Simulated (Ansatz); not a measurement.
A nudged elastic band was laid between two geometries of CH4BClN2O (10 atoms, charge 0, multiplicity 1).

Level of theory: RKS B3LYP/def2-SVP (Ansatz).

- movable images: 5
- climbing image: yes
- spring: 5.0 eV/Å²
- optimiser: quadratic models (default)
- start path: through a guess of the saddle point
- force threshold: 0.03 eV/Å
- iteration limit: 60
- end points: relaxed

First end point:

```xyz
10
Properties=species:S:1:pos:R:3
N 0.833 -1.540 -0.670
C 0.791 -0.233 -0.251
O 1.746 0.508 -0.280
N -0.475 0.155 0.254
B -0.817 1.454 0.683
Cl -2.456 1.717 1.311
H -0.004 -2.069 -0.878
H 1.688 -1.829 -1.128
H -1.175 -0.579 0.333
H -0.046 2.364 0.629
```

Last end point:

```xyz
10
Properties=species:S:1:pos:R:3
N 0.795 -1.502 -0.788
C 0.757 -0.195 -0.367
O 1.694 0.564 -0.453
N -0.507 0.187 0.148
B -0.797 1.429 0.750
Cl -2.458 1.718 1.304
H 0.120 -2.185 -0.466
H 1.704 -1.851 -1.069
H -1.261 -0.487 0.044
H 0.036 2.271 0.901
```

Question: Which bonds break or form, and what moves?

Answer: No bond is made or broken.  The two ends are copies of one structure, up to a mirror image or an exchange of like atoms.

Question: What energy profile does the band end with?

Answer: The run converged. The highest image is number 2 of 0 to 6, 0.1 kcal/mol above the ends, which have the same energy within 2 meV. The top lies less than 8 meV above the higher end, about what the thresholds resolve: that end is a shoulder or a very shallow well. A vibrational analysis at the climbing image gives one clearly imaginary mode, 147i cm⁻¹: a first-order saddle point.

| image | path coordinate (Å) | energy (kcal/mol) |
| --- | --- | --- |
| 0 | 0.00 | 0.0 |
| 1 | 0.15 | 0.0 |
| 2 | 0.30 | 0.1 |
| 3 | 0.40 | 0.0 |
| 4 | 0.50 | 0.0 |
| 5 | 0.61 | 0.0 |
| 6 | 0.71 | 0.0 |

Question: What is the geometry of the highest image?

Answer: 
```xyz
10
Properties=species:S:1:pos:R:3
N 0.826 -1.514 -0.724
C 0.780 -0.215 -0.293
O 1.728 0.535 -0.334
N -0.489 0.170 0.209
B -0.813 1.451 0.702
Cl -2.467 1.720 1.286
H 0.042 -2.151 -0.696
H 1.709 -1.845 -1.090
H -1.216 -0.541 0.207
H -0.017 2.340 0.736
```

The band took 18 iterations and of the order of 7 core-minutes.

The run took 3.4 min on 2 threads of Arm Neoverse V2, on a shared host, peak memory 0.24 GiB.
